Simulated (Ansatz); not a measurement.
An input meant for Ag₈Te₄⁺ (charge 1, doublet; atoms displaced at random, 0.15 Å in each coordinate).

```yaml
crystal:
  periodic: [false, false, false]
  atoms:
    - {symbol: Ag, position_ang: [-1.487927, -0.193922, 1.567105]}
    - {symbol: Ag, position_ang: [1.078635, -0.077281, 3.158657]}
    - {symbol: Ag, position_ang: [1.551296, 1.058843, 0.754010]}
    - {symbol: Ag, position_ang: [0.569517, -2.223654, -1.755380]}
    - {symbol: Ag, position_ang: [0.953056, -1.756505, 1.096597]}
    - {symbol: Ag, position_ang: [-1.134119, 2.073741, -0.076134]}
    - {symbol: Ag, position_ang: [-1.441459, -0.285943, -1.302642]}
    - {symbol: Ag, position_ang: [0.905603, 0.509077, -1.838129]}
    - {symbol: Te, position_ang: [-1.722289, -2.676629, 0.210253]}
    - {symbol: Te, position_ang: [3.036054, -0.829705, -1.055543]}
    - {symbol: Te, position_ang: [-0.322858, 2.033309, 2.563032]}
    - {symbol: Te, position_ang: [-1.687642, 1.859442, -2.469902]}
basis:
  gaussian: {orbitals: def2-SVPD, fitting: {mean_field: def2-universal-jkfit}, nuclear_model: gaussian}
total_charge: -1
magnetization: {spin_polarized: true, initial_magnetization: 1}
hamiltonian: {xc: {name: BLYP}, dispersion: d3bj}
scf: {omitted_lower_state_checks: [starts]}
output: {forces: true}
```

```sh
$ ansatz run in.yaml --threads 2 --pin off --events-out ev --progress --plain --max-ram 32768MiB --backend cuda --devices 0, --max-vram 18GiB
```

Output, abridged:

```
Functional definition: BLYP
2912 factors; integrals over basis functions are off by at most 1.3e-2 eV
mean field evaluation 1: about -61163.2549 eV, gradient 2.0e1 eV
mean field evaluation 2: about -61157.6897 eV, gradient 3.9e1 eV
mean field evaluation 4: about -61165.4865 eV, gradient 3.3e0 eV
mean field evaluation 8: about -61165.5594 eV, gradient 2.4e-1 eV
mean field evaluation 16: about -61165.5598 eV, gradient 5.9e-4 eV
mean field -61165.55977839 eV, -2247.7928623504 hartree, gradient 3.4e-5 eV, S^2 0.751154; 0 other end points of the search recorded, 0 dependent functions left out
reference -61165.56016685 eV, -2247.7928766260 hartree; 125, 124 occupied and 287, 288 virtual orbitals, 2912 factors
Total energy: -61170.23522554 eV, -2247.9646818639 hartree
Atom 0 at    -1.487927    -0.193922     1.567105 Å, force    -0.377479    -0.862472     0.147545 eV/Å
Atom 1 at     1.078635    -0.077281     3.158657 Å, force     0.715565    -1.137458     1.209067 eV/Å
Atom 2 at     1.551296     1.058843     0.754010 Å, force     0.719185     0.100861    -0.438712 eV/Å
Atom 3 at     0.569517    -2.223654    -1.755380 Å, force     0.007079    -0.469408     0.438559 eV/Å
Atom 4 at     0.953056    -1.756505     1.096597 Å, force     0.101977    -0.637364    -0.361283 eV/Å
Atom 5 at    -1.134119     2.073741    -0.076134 Å, force     0.537091     1.470219     2.296703 eV/Å
Atom 6 at    -1.441459    -0.285943    -1.302642 Å, force    -2.019700    -3.686554     0.871050 eV/Å
Atom 7 at     0.905603     0.509077    -1.838129 Å, force     0.824701     1.441495    -1.300462 eV/Å
Atom 8 at    -1.722289    -2.676629     0.210253 Å, force     0.393154     0.163839    -0.183600 eV/Å
Atom 9 at     3.036054    -0.829705    -1.055543 Å, force     0.197102    -0.249657     0.344732 eV/Å
Atom 10 at    -0.322858     2.033309     2.563032 Å, force    -0.725326     1.894873     0.428761 eV/Å
Atom 11 at    -1.687642     1.859442    -2.469902 Å, force    -0.373349     1.971627    -3.452360 eV/Å
Dipole moment:     0.150071    -0.051187     0.163833 e Å
Checks for a lower state left out: starts
```

In this input the charge is far from what the species holds (-1 typed, 1 meant). The calculation finished and met its thresholds. The result belongs to that input, not to the species as meant.

In the def2 sets Ag, Te take a core potential; there is no spin–orbit coupling.
